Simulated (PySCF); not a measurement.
# Electric field gradients and quadrupole coupling constants

Species: In(NH3)F3.
Z-matrix (Å and degrees, PBE0-D3(BJ)/def2-SVP geometry), rows numbered from 1:
```
In
N   1  2.2939
H   2  1.0209  1  111.40
H   2  1.0210  1  111.06  3  -120.17
H   2  1.0210  1  110.93  3   120.10
F   1  1.9563  2   97.08  3   175.85
F   1  1.9562  2   98.66  3    55.06
F   1  1.9567  2   98.26  3   -64.11
```

Field gradients from the PBE0/pcSseg-1 (def2-TZVP on In) density (PySCF, non-relativistic but for the core potentials past Kr), principal values in atomic units, ordered |Vxx| ≤ |Vyy| ≤ |Vzz|:

```tsv
atom	Vxx	Vyy	Vzz
N2	0.3091	0.3094	-0.6185
```

Question: Find the asymmetry η = (Vxx − Vyy)/Vzz and the couplings χ = eQV/h (234.96 MHz × Q in barn × V in au), with Q(14N) = 0.02044 b.

Answer: 
```
atom                    environment  nucleus     η  χzz (MHz)  χxx (MHz)  χyy (MHz)
  N2  nitrogen bonded to In and 3 H      14N  0.00     -2.970      1.484      1.486
```

The gradient is axial or nearly so (η below 0.05) at N2. The tensor is traceless: Vxx + Vyy + Vzz = 0.

Question: What is Vzz at N2 in SI units (1 au = 9.71736 × 10²¹ V/m²)?

Answer: -0.6185 au = -6.010 × 10²¹ V/m².

Geometry: PBE0-D3(BJ)/def2-SVP; no solvent, vibrations or thermal averaging. Atoms past krypton carry effective core potentials; spin–orbit coupling is left out. A larger basis could move these couplings by a tenth or more.

These values come from a run that also computed NMR shieldings. The run took 6.8 s on an x86-64 server with one thread, shared host.
